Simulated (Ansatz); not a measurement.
A nudged elastic band was laid between two geometries of C3H8GeO (13 atoms, charge 0, multiplicity 1).

Theory: Ansatz 0.2.0, RKS revPBE-D4/def2-mTZVP.

```json
{
  "movable images": "7",
  "climbing image": "yes",
  "spring": "5.0 eV/Å²",
  "optimiser": "quadratic models (default)",
  "start path": "through a guess of the saddle point",
  "force threshold": "0.05 eV/Å",
  "iteration limit": "60",
  "end points": "relaxed"
}
```

First end point:

```xyz
13
Properties=species:S:1:pos:R:3
C -1.809 0.988 0.579
C -0.387 0.755 0.137
O 0.596 0.583 1.186
C 0.290 -0.550 0.317
Ge 1.758 -1.142 -0.869
H -2.506 0.811 -0.255
H -2.073 0.314 1.407
H -1.945 2.026 0.920
H -0.037 1.396 -0.685
H -0.294 -1.336 0.818
H 1.217 -2.151 -1.920
H 2.338 0.103 -1.586
H 2.870 -1.831 -0.036
```

Last end point:

```xyz
13
Properties=species:S:1:pos:R:3
C -1.716 1.127 0.611
C -0.284 0.703 0.403
O 0.285 -0.167 1.411
C 0.084 -0.689 0.061
Ge 1.735 -1.122 -0.939
H -2.142 1.518 -0.326
H -2.327 0.278 0.949
H -1.779 1.923 1.370
H 0.401 1.500 0.080
H -0.743 -1.410 -0.007
H 2.419 -2.369 -0.320
H 1.396 -1.420 -2.426
H 2.693 0.094 -0.853
```

(1) What changes between the two ends?

(2) Give the energies along the band, and the barrier.

(3) What is the geometry of the highest image?

(4) What are the harmonic wavenumbers there?

Answers

(1) No bond is made or broken. The dihedral C2–C4–Ge5–H12 goes from 19 to -102°. The two ends are copies of one structure, up to a mirror image or an exchange of like atoms.

(2) The run converged. The highest image is number 4 of 0 to 8, 0.049 eV above the ends, which have the same energy within 2 meV. A vibrational analysis at the climbing image gives one clearly imaginary mode, 102i cm⁻¹: a first-order saddle point.

```tsv
image	path coordinate (Å)	energy (eV)	dihedral C2–C4–Ge5–H12 (°)
0	0.00	0.000	19
1	0.53	0.007	5
2	1.06	0.024	-10
3	1.60	0.042	-25
4	2.13	0.049	-40
5	2.68	0.041	-56
6	3.23	0.023	-71
7	3.78	0.006	-87
8	4.32	0.000	-102
```

(3) 
```xyz
13
Properties=species:S:1:pos:R:3:forces:R:3
C -1.775 1.078 0.542 0.04 0.00 0.03
C -0.323 0.737 0.319 -0.04 0.01 -0.04
O 0.366 0.089 1.411 0.01 -0.02 0.00
C 0.153 -0.659 0.174 0.01 0.02 0.02
Ge 1.775 -1.126 -0.876 -0.03 0.01 0.01
H -2.278 1.288 -0.415 0.00 0.00 -0.01
H -2.298 0.250 1.041 0.00 -0.01 -0.01
H -1.866 1.975 1.176 -0.01 -0.01 -0.01
H 0.271 1.523 -0.169 0.01 0.00 0.01
H -0.607 -1.447 0.274 -0.01 0.00 0.00
H 1.736 -2.627 -1.271 0.00 0.00 0.00
H 1.836 -0.273 -2.174 0.01 0.00 0.01
H 3.031 -0.842 -0.017 0.01 0.01 0.00
```

(4) 102i, 151, 187, 210, 284, 422, 499, 550, 671, 750, 798, 850, 854, 859, 939, 988, 1031, 1128, 1138, 1241, 1281, 1375, 1412, 1459, 1473, 2062, 2077, 2099, 2966, 2996, 3004, 3026, 3050 cm⁻¹.

The run took 5.8 min on 2 threads of Arm Neoverse V2, with other jobs on the host, peak memory 0.28 GiB.
